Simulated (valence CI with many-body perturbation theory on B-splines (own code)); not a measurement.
Ag XXVII: calculated level list

Level of theory: configuration interaction combined with many-body perturbation theory (CI+MBPT): three valence electrons over a frozen Dirac-Fock core [Ar], a basis of 7 s, 7 p, 8 d, 6 f, 4 g, 1 h functions for each j, with the one-electron correlation potential Σ1 (screened to all orders), the two-electron term Σ2, the three-electron term Σ3, Breit, model QED; selected single and double excitations, second order for the rest, scaled by the run's own slope (own B-spline code, finite nucleus).

The last digits are not significant, and no measured levels were compared; by estimate large intervals hold to a few tenths of a per cent, small ones and those within an open d or f shell to about a per cent. Only levels of the ground parity were solved; by the run's estimate the other parity begins above the list, which can be wrong where configurations are misplaced.

Levels 1 to 19 of 19, with energies above the lowest level, 3d3 4F_3/2. "Leading %" is the weight of the configuration and term that name the level; weights of strongly mixed levels are sums over their largest components and can fall short, so below about 35 % the name and the second component can differ from the true leading terms, or belong to a minority configuration. Lifetimes count E1, E2, E3, M1 and M2 decay at the calculated energies, and are blank where another channel may lead or the interval is too uncertain; long ones can be off by a factor of two.

| No. | Configuration | Term | J | E (cm⁻¹) | Leading % | Lifetime | g |
| --- | --- | --- | --- | --- | --- | --- | --- |
| 1 | 3d3 | 4F | 3/2 | 0 | 80 |  | 0.497 |
| 2 | 3d3 | 4F | 5/2 | 36321 | 94 | 574 μs | 1.035 |
| 3 | 3d3 | 4F | 7/2 | 62856 | 82 | 1.58 ms | 1.179 |
| 4 | 3d3 | 4F | 9/2 | 78532 | 53 | 14.6 ms | 1.199 |
| 5 | 3d3 | 4P | 3/2 | 79581 | 47 | 354 μs | 1.369 |
| 6 | 3d3 | 4P | 1/2 | 92641 | 71 | 1.47 ms | 2.086 |
| 7 | 3d3 | 2G | 7/2 | 124560 | 80 | 160 μs | 0.953 |
| 8 | 3d3 | 2H | 9/2 | 130480 | 55 | 251 μs | 1.076 |
| 9 | 3d3 | 4P | 5/2 | 135260 | 88 | 455 μs | 1.542 |
| 10 | 3d3 | 2D | 3/2 | 152490 | 46 | 80.3 μs | 1.173 |
| 11 | 3d3 | 2P | 1/2 | 162130 | 71 | 170 μs | 1.243 |
| 12 | 3d3 | 2H | 11/2 | 173300 | 100 | 535 μs | 1.087 |
| 13 | 3d3 | 2D | 5/2 | 186240 | 89 | 163 μs | 1.208 |
| 14 | 3d3 | 2G | 9/2 | 202050 | 57 | 104 μs | 1.068 |
| 15 | 3d3 | 2F | 5/2 | 216380 | 83 | 258 μs | 0.922 |
| 16 | 3d3 | 2F | 7/2 | 220190 | 94 | 246 μs | 1.127 |
| 17 | 3d3 | 2P | 3/2 | 222970 | 59 | 85.2 μs | 1.202 |
| 18 | 3d3 | 2D | 3/2 | 321430 | 99 |  | 0.806 |
| 19 | 3d3 | 2D | 5/2 | 326850 | 82 | 41.9 μs | 1.162 |

Names give the largest LS component (configuration and term), which can be under half, so a name can repeat, a term be missing and a line seem to break the LS rules; names also repeat where a configuration has a term twice.

The ionisation energy to 3d2 3F_2 of the next ion comes out as 1382.7 eV (NIST: 1382 ± 4 eV (theoretical)). All 19 levels together are meant to be complete up to 339920 cm⁻¹.
